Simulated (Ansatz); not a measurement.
Steps of a relaxation of C$_{2}$H$_{9}$B$_{2}$N, SMILES `BN(C)BC` with RKS PBE-D4/def2-SVP.

```sh
$ ansatz run in.yaml --threads 4 --pin off --events-out ev --progress --plain --max-ram 10444MiB
```

```yaml
crystal:
  periodic: [false, false, false]
  atoms:
    - {symbol: B, position_ang: [0.072200, 1.378000, 1.096800]}
    - {symbol: N, position_ang: [-0.825400, 0.249600, 0.574600]}
    - {symbol: C, position_ang: [-1.395700, 0.545800, -0.771500]}
    - {symbol: B, position_ang: [0.097500, -1.019400, 0.564200]}
    - {symbol: C, position_ang: [1.322100, -1.211600, -0.365000]}
    - {symbol: H, position_ang: [0.961000, 1.821200, 0.471700]}
    - {symbol: H, position_ang: [-0.227700, 1.947600, 2.110800]}
    - {symbol: H, position_ang: [-1.935800, -0.294300, -1.126800]}
    - {symbol: H, position_ang: [-2.035200, 1.442900, -0.666100]}
    - {symbol: H, position_ang: [-0.556900, 0.754200, -1.476200]}
    - {symbol: H, position_ang: [-0.315400, -1.932200, 1.276400]}
    - {symbol: H, position_ang: [2.213700, -1.417600, 0.315400]}
    - {symbol: H, position_ang: [1.477100, -0.256300, -0.944100]}
    - {symbol: H, position_ang: [1.135600, -2.037200, -1.031300]}
basis:
  gaussian: {orbitals: def2-SVP}
hamiltonian: {xc: pbe, dispersion: d4}
relax: {f_tol: 0.03, max_steps: 200}
```

Positions (Å) and forces (eV/Å) along the path, 10 of 29 steps:

```xyz
14
step=1 energy=-5051.1970 eV
B     0.072    1.378    1.097   -2.479   -1.230   -0.488
N    -0.825    0.250    0.575    1.942   -0.253    1.074
C    -1.396    0.546   -0.771    2.294    1.282    1.078
B     0.098   -1.019    0.564   -2.142    0.772    0.159
C     1.322   -1.212   -0.365    0.510    1.871    0.808
H     0.961    1.821    0.472    0.978    0.408   -0.869
H    -0.228    1.948    2.111    0.107   -0.126    0.672
H    -1.936   -0.294   -1.127   -1.074   -1.233   -0.547
H    -2.035    1.443   -0.666   -0.134   -0.112   -0.292
H    -0.557    0.754   -1.476   -0.258    0.250   -0.537
H    -0.315   -1.932    1.276    0.330    0.076    0.185
H     2.214   -1.418    0.315   -0.526   -0.030   -0.718
H     1.477   -0.256   -0.944    0.314   -0.672    0.119
H     1.136   -2.037   -1.031    0.137   -1.002   -0.643
14
step=7 energy=-5053.0798 eV
B    -0.149    1.389    1.211    0.344    0.459    0.061
N    -0.674    0.315    0.449   -0.010    0.090   -0.209
C    -1.180    0.594   -0.900   -0.011    0.063    0.070
B     0.088   -0.900    0.672    0.142   -0.161    0.026
C     1.163   -1.325   -0.415    0.054   -0.014    0.296
H     0.171    2.404    0.543   -0.518   -0.270    0.615
H     0.125    1.283    2.408    0.029   -0.131   -0.381
H    -1.723   -0.287   -1.286   -0.023   -0.057   -0.092
H    -1.900    1.431   -0.833   -0.008    0.043   -0.116
H    -0.390    0.869   -1.623    0.121    0.031   -0.103
H    -0.020   -1.513    1.727    0.128    0.249    0.004
H     2.082   -1.519    0.190   -0.048   -0.063   -0.127
H     1.410   -0.513   -1.132   -0.114   -0.103   -0.035
H     0.983   -2.257   -0.982   -0.086   -0.136   -0.009
14
step=8 energy=-5053.2718 eV
B    -0.208    1.401    1.255    0.248    0.438   -0.050
N    -0.638    0.330    0.432    0.036   -0.110   -0.114
C    -1.137    0.606   -0.921    0.000    0.111    0.100
B     0.151   -0.861    0.686    0.075   -0.084   -0.032
C     1.153   -1.372   -0.435    0.001   -0.049    0.306
H     0.014    2.471    0.647   -0.395   -0.262    0.542
H     0.074    1.242    2.439    0.000   -0.059   -0.310
H    -1.648   -0.284   -1.333    0.006   -0.056   -0.035
H    -1.879    1.423   -0.859   -0.016    0.044   -0.105
H    -0.343    0.913   -1.627    0.111    0.026   -0.084
H     0.102   -1.383    1.795    0.121    0.206   -0.087
H     2.106   -1.594    0.103   -0.066   -0.047   -0.133
H     1.369   -0.604   -1.207   -0.064   -0.107   -0.020
H     0.871   -2.316   -0.946   -0.058   -0.052    0.023
14
step=13 energy=-5053.7110 eV
B    -0.451    1.467    1.379   -0.098    0.079   -0.212
N    -0.407    0.439    0.383   -0.028    0.204    0.209
C    -0.926    0.696   -0.968   -0.035    0.001   -0.013
B     0.408   -0.724    0.654    0.302    0.048   -0.017
C     1.083   -1.574   -0.493   -0.134   -0.116   -0.060
H    -0.857    2.591    1.071    0.039   -0.304    0.070
H    -0.040    1.220    2.494   -0.044    0.026    0.016
H    -1.295   -0.241   -1.432    0.012    0.019    0.000
H    -1.769    1.412   -0.921    0.043    0.003   -0.010
H    -0.153    1.124   -1.641    0.023   -0.015    0.017
H     0.625   -0.972    1.834   -0.046   -0.009   -0.158
H     2.079   -1.939   -0.162   -0.071   -0.014   -0.022
H     1.208   -1.032   -1.458   -0.063   -0.092    0.123
H     0.483   -2.495   -0.711    0.099    0.170    0.059
14
step=15 energy=-5053.7786 eV
B    -0.562    1.436    1.418   -0.036    0.007   -0.011
N    -0.315    0.494    0.374    0.036   -0.022    0.020
C    -0.826    0.756   -0.979   -0.041    0.037   -0.036
B     0.526   -0.656    0.621    0.064   -0.037   -0.060
C     1.039   -1.625   -0.510   -0.051    0.058   -0.022
H    -1.177    2.457    1.152    0.001   -0.028    0.041
H    -0.148    1.212    2.537   -0.014    0.005   -0.028
H    -1.267   -0.159   -1.426    0.009    0.039    0.021
H    -1.607    1.540   -0.939    0.028   -0.019   -0.038
H    -0.019    1.107   -1.656   -0.012   -0.020   -0.002
H     0.834   -0.850    1.781    0.018   -0.026    0.041
H     2.079   -1.949   -0.301    0.025   -0.016    0.015
H     0.993   -1.228   -1.545   -0.014   -0.005    0.014
H     0.438   -2.564   -0.497   -0.013    0.028    0.047
14
step=17 energy=-5053.7889 eV
B    -0.631    1.400    1.437    0.031   -0.044   -0.045
N    -0.265    0.527    0.365   -0.082    0.073   -0.026
C    -0.781    0.781   -0.992    0.013    0.068   -0.017
B     0.598   -0.610    0.604   -0.032    0.015    0.004
C     1.031   -1.624   -0.515    0.005   -0.125   -0.132
H    -1.364    2.352    1.215    0.039   -0.056   -0.011
H    -0.202    1.177    2.550   -0.009    0.005    0.004
H    -1.357   -0.092   -1.370    0.041    0.086    0.016
H    -1.448    1.669   -0.985    0.096   -0.134   -0.021
H     0.052    0.970   -1.708   -0.124   -0.016    0.078
H     0.959   -0.781    1.753    0.012    0.007    0.026
H     2.076   -1.972   -0.359   -0.093    0.025   -0.014
H     0.917   -1.282   -1.568    0.004   -0.061    0.155
H     0.402   -2.545   -0.396    0.100    0.157   -0.017
14
step=19 energy=-5053.7922 eV
B    -0.631    1.393    1.436    0.013   -0.025   -0.023
N    -0.271    0.524    0.361   -0.042    0.064    0.013
C    -0.777    0.792   -0.994    0.009   -0.006   -0.005
B     0.590   -0.612    0.600    0.033   -0.055   -0.001
C     1.029   -1.629   -0.514   -0.013    0.017    0.007
H    -1.353    2.349    1.209   -0.003    0.006    0.006
H    -0.212    1.162    2.551    0.000    0.003    0.010
H    -1.359   -0.070   -1.382    0.000   -0.001   -0.004
H    -1.436    1.680   -0.986    0.000    0.000    0.003
H     0.053    0.981   -1.704    0.000   -0.002   -0.003
H     0.953   -0.784    1.750   -0.005    0.013    0.007
H     2.087   -1.934   -0.378    0.007   -0.003   -0.005
H     0.873   -1.316   -1.565    0.000   -0.005   -0.003
H     0.441   -2.564   -0.356    0.003   -0.007   -0.003
14
step=20 energy=-5053.7924 eV
B    -0.634    1.391    1.437    0.008   -0.018   -0.011
N    -0.272    0.524    0.361   -0.011    0.033    0.010
C    -0.774    0.794   -0.995   -0.005   -0.001   -0.007
B     0.589   -0.614    0.601    0.028   -0.017   -0.008
C     1.027   -1.631   -0.514   -0.026    0.005    0.006
H    -1.356    2.347    1.211    0.000    0.002    0.003
H    -0.216    1.160    2.552   -0.001    0.002    0.004
H    -1.359   -0.064   -1.385   -0.002   -0.002   -0.003
H    -1.429    1.685   -0.987    0.002   -0.002    0.001
H     0.059    0.980   -1.703    0.001   -0.001   -0.002
H     0.955   -0.780    1.750   -0.010    0.000    0.001
H     2.089   -1.925   -0.388    0.003    0.002   -0.002
H     0.856   -1.326   -1.565    0.003   -0.004    0.009
H     0.452   -2.572   -0.345    0.009    0.003   -0.003
14
step=22 energy=-5053.7926 eV
B    -0.634    1.391    1.437   -0.002   -0.006    0.004
N    -0.270    0.527    0.360   -0.002   -0.011    0.007
C    -0.772    0.797   -0.996    0.001    0.006   -0.006
B     0.586   -0.616    0.600    0.012    0.009   -0.008
C     1.024   -1.633   -0.514   -0.022   -0.011    0.004
H    -1.355    2.348    1.212    0.002    0.002    0.000
H    -0.220    1.156    2.553    0.002    0.002   -0.002
H    -1.359   -0.059   -1.386   -0.001   -0.003    0.001
H    -1.423    1.691   -0.989    0.000    0.001    0.001
H     0.062    0.980   -1.705    0.003    0.001   -0.004
H     0.948   -0.784    1.751   -0.004   -0.003   -0.002
H     2.094   -1.909   -0.399   -0.005    0.006    0.000
H     0.838   -1.336   -1.565    0.004   -0.003    0.009
H     0.469   -2.583   -0.332    0.012    0.009   -0.003
14
step=29 energy=-5053.7934 eV
B    -0.636    1.388    1.438   -0.007   -0.010   -0.001
N    -0.277    0.525    0.359    0.004    0.015   -0.004
C    -0.760    0.813   -1.001    0.000   -0.002    0.003
B     0.562   -0.629    0.600   -0.003   -0.012    0.001
C     1.009   -1.645   -0.512    0.009   -0.004    0.002
H    -1.344    2.356    1.214    0.003    0.003    0.000
H    -0.234    1.142    2.555    0.002    0.002    0.001
H    -1.364   -0.027   -1.400    0.000    0.000    0.000
H    -1.390    1.722   -0.995    0.000   -0.001    0.000
H     0.084    0.979   -1.701   -0.001    0.000    0.000
H     0.917   -0.806    1.751    0.000    0.002    0.002
H     2.108   -1.804   -0.454   -0.010    0.001   -0.003
H     0.739   -1.401   -1.557    0.000   -0.002    0.002
H     0.574   -2.641   -0.267    0.004    0.008   -0.001
```

Hardware: 4 threads of an Arm Neoverse V1 on a shared host. Wall time 36 s, peak host memory 0.16 GiB.
